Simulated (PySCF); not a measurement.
Constitutional and geometric isomers with formula CH6OSi2. Isolated molecules, 0 K electronic values unless said otherwise. One relaxed conformer stands for each flexible species; it need not be the lowest. Strings in code marks are SMILES.

Quantity: electronic energy of isomers of CH6OSi2 relative to `C=[SiH]O[SiH3]` (C–Si–O–Si torsion 1°), in kJ/mol.

A: `OC[SiH]=[SiH2]` (H–O–C–Si torsion -173°, O–C–Si–Si torsion -106°)
B: `C=[Si](O)[SiH3]` (Si–Si–O–H torsion 180°)
C: `[SiH2]=CO[SiH3]` (Si–C–O–Si torsion 0°)
D: `[SiH3][C@@H]1O[SiH2]1`
E: `C=[SiH][SiH2]O` (C–Si–Si–O torsion -11°, Si–Si–O–H torsion -47°)
F: `C/[SiH]=[SiH]\O` (Si–Si–O–H torsion 132°)

Q: Rank these by electronic energy of isomers of CH6OSi2 relative to `C=[SiH]O[SiH3]` (C–Si–O–Si torsion 1°) (lowest first), as SVWN5/6-31G* // B3LYP-D3(BJ)/def2-TZVP (PySCF) gives it.

A: F (49.2 kJ/mol), B (69.0 kJ/mol), E (79.8 kJ/mol), D (109.4 kJ/mol), C (141.6 kJ/mol), A (215.3 kJ/mol)
